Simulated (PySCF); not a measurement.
BFH, SMILES [BH]F, multiplicity 2. Atoms are numbered in the order given.

```xyz
3

B     -0.2189    -0.7095     0.0000
F      0.0476     0.5641     0.0000
H      0.6661    -1.5291     0.0000
```
Charge 0, spin multiplicity 2.

The structure is a stationary point at PBE0-D3(BJ)/def2-TZVPD. The isomer is the one that the SMILES or the coordinates give; other isomers of the formula were not compared.

Level of theory: PySCF with PBE0-D3(BJ)/def2-TZVPD.

Harmonic, unscaled wavenumbers; measured fundamentals usually lie a few per cent lower.

| mode | ν (cm⁻¹) | IR (km/mol) | moving atoms (share of kinetic energy) |
|---|---|---|---|
| 1 | 995 | 39.1 | H 80 %, B 14 % |
| 2 | 1345 | 177.4 | B 63 %, F 35 % |
| 3 | 2534 | 99.2 | H 91 %, B 9 % |
